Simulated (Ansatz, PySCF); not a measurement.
CH$_{9}$BSi$_{2}$, singlet, at a GFN2-xTB geometry, with bond 4-2 at 1.8 times its length. Base run: CASSCF(2,3)/STO-3G (PySCF).

Input for PySCF:
```python
from pyscf import gto, scf, mcscf
import numpy

mol = gto.Mole()
mol.atom = '''
    B     0.36684601   -0.04347113   -0.09802579
    C     1.89795683   -0.12279253   -0.46110665
    H     2.41239083   -1.01401579   -0.10103145
    H     2.76079369    1.39609611    0.45161769
    H     2.13025005   -0.00186964   -1.51938338
    Si   -0.26589360   -0.91802612    1.55157694
    H    -1.45628055   -1.76123767    1.35384305
    H    -0.64394827    0.06436845    2.58315794
    H     0.71510495   -1.79809167    2.21172955
    Si   -0.82184979    0.98402337   -1.28965990
    H    -1.92877820    1.67926505   -0.61374785
    H    -1.45741406    0.11198445   -2.29367486
    H    -0.14219899    2.02871173   -2.07692505
'''
mol.basis = 'sto-3g'
mol.verbose = 4
mol.build()

mf = scf.RHF(mol)
mf.kernel()
mc = mcscf.CASSCF(mf, 3, 2)
mc.fix_spin_(ss=0.0)
mc.kernel()
occ = numpy.linalg.eigvalsh(mc.fcisolver.make_rdm1(mc.ci, mc.ncas, mc.nelecas))[::-1]
ss = mc.fcisolver.spin_square(mc.ci, mc.ncas, mc.nelecas)[0]
print('natural occupations', occ.round(4), ' <S^2>', round(ss, 4))
```

Programs used: Ansatz (a first-principles code), PySCF; a row that names a program was run with it.

Each row names what was changed in the base input (with any setting that the change needs).

```json
[
 {"change": "base", "ΔE vs base (kcal/mol)": "0.000", "natural occupations": "1.72 0.28 0.00", "<S^2> of the state": "0.00", "outcome": "converged"},
 {"change": "code = ansatz; correction = SC-NEVPT2, all electrons", "ΔE vs base (kcal/mol)": "-102.9", "natural occupations": "-", "<S^2> of the state": "-", "outcome": "converged"},
 {"change": "start = MP2 natural orbitals", "ΔE vs base (kcal/mol)": "0.000", "natural occupations": "1.72 0.28 0.00", "<S^2> of the state": "0.00", "outcome": "converged"},
 {"change": "active space = 6 electrons, 6 orbitals", "ΔE vs base (kcal/mol)": "-16.49", "natural occupations": "1.99 1.98 1.72 0.28 0.02 0.02", "<S^2> of the state": "0.00", "outcome": "converged"},
 {"change": "active space = 8 electrons, 6 orbitals", "ΔE vs base (kcal/mol)": "-", "natural occupations": "-", "<S^2> of the state": "-", "outcome": "not converged"},
 {"change": "state_average = 2 states", "ΔE vs base (kcal/mol)": "10.87", "natural occupations": "-", "<S^2> of the state": "-", "outcome": "converged"},
 {"change": "orbitals = fixed (CASCI); correction = SC-NEVPT2", "ΔE vs base (kcal/mol)": "-101.8", "natural occupations": "1.76 0.24 0.00", "<S^2> of the state": "0.00", "outcome": "converged"},
 {"change": "conv_tol = 1e-5", "ΔE vs base (kcal/mol)": "0.003", "natural occupations": "1.72 0.28 0.00", "<S^2> of the state": "0.00", "outcome": "converged"},
 {"change": "active space = 10 electrons, 8 orbitals", "ΔE vs base (kcal/mol)": "-17.42", "natural occupations": "2.00 2.00 1.99 1.98 1.72 0.28 0.02 0.02", "<S^2> of the state": "0.00", "outcome": "converged"},
 {"change": "active space = 6 electrons, 5 orbitals", "ΔE vs base (kcal/mol)": "-8.78", "natural occupations": "2.00 1.98 1.72 0.28 0.02", "<S^2> of the state": "0.00", "outcome": "converged"},
 {"change": "fix_spin_ = off", "ΔE vs base (kcal/mol)": "0.000", "natural occupations": "1.72 0.28 0.00", "<S^2> of the state": "0.00", "outcome": "converged"}
]
```

Active orbitals are taken around the Fermi level unless the row says otherwise; CASSCF can end in different local minima, and two programs can end on different orbitals. State-averaged rows give the lowest state.
